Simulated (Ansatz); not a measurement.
`C[SiH2][Ga]([F])[Cl]` + H₂S → `[F][Ga]([SH])[Cl]` + `C[SiH3]` at 700 K and 1 bar (cleavage of the Ga–Si bond).

Program: Ansatz. Geometries: PBE0-D4/def2-TZVP. ΔE: electronic, gas phase. CCSD(T)/CBS is the MP2 limit (def2-TZVPP, def2-QZVPP) plus CCSD(T) − MP2 in def2-TZVPP, frozen cores. This one scheme is used for every species. For Ga outer-core shells are correlated without core-valence functions, which leaves a few kJ/mol of doubt a bond. Scalar relativity is left out up to krypton. Each species was taken in one conformer, which may not be the lowest.

| species | CCSD(T)/CBS energy (Eh) | H − E (kJ/mol) | S (J/(mol·K)) |
| --- | --- | --- | --- |
| `C[SiH2][Ga]([F])[Cl]` | -2813.76964 | 237.0 | 534.5 |
| H₂S | -398.97279 | 64.8 | 236.9 |
| `[F][Ga]([SH])[Cl]` | -2882.02312 | 89.2 | 416.7 |
| `C[SiH3]` | -330.73916 | 210.8 | 332.0 |

H − E and S are ideal-gas, rigid-rotor, harmonic terms from PBE0-D4/def2-TZVP, for one conformer and one mirror image of each species. 1 Eh = 2625.50 kJ/mol, R = 8.31446 J/(mol·K).

By hand: ΔE, ΔH, ΔS and ΔG.

ΔE = (-2882.02312) + (-330.73916) − (-2813.76964) − (-398.97279) = -0.01985 Eh = -52.1 kJ/mol. Δ(H − E) = 89.2 + 210.8 − 237.0 − 64.8 = -1.8, so ΔH = -53.9 kJ/mol. ΔS = 416.7 + 332.0 − 534.5 − 236.9 = -22.7 J/(mol·K). ΔG = -53.9 − 700 × (-22.7)/1000 = -38.0 kJ/mol.

By hand: the equilibrium constant, and the temperature at which ΔG would vanish if ΔH and ΔS stayed fixed.

log₁₀ K = −ΔG/(RT ln 10) = 2.8. ΔG = 0 at ΔH/ΔS = 2374 K.

ΔH outweighs TΔS. A doubt of 5 kJ/mol in ΔE shifts log₁₀ K by 0.4 here. Other conformers and mirror images would add mixing entropy, several J/(mol·K) or more a flexible species. Modes under 60 cm⁻¹, often nearly free rotors, make the harmonic entropy too high. These are equilibria of isolated gas molecules and say nothing of rates. Largest T1 diagnostic: 0.013 (customary marks: 0.02 for closed shells, 0.045 for open ones).
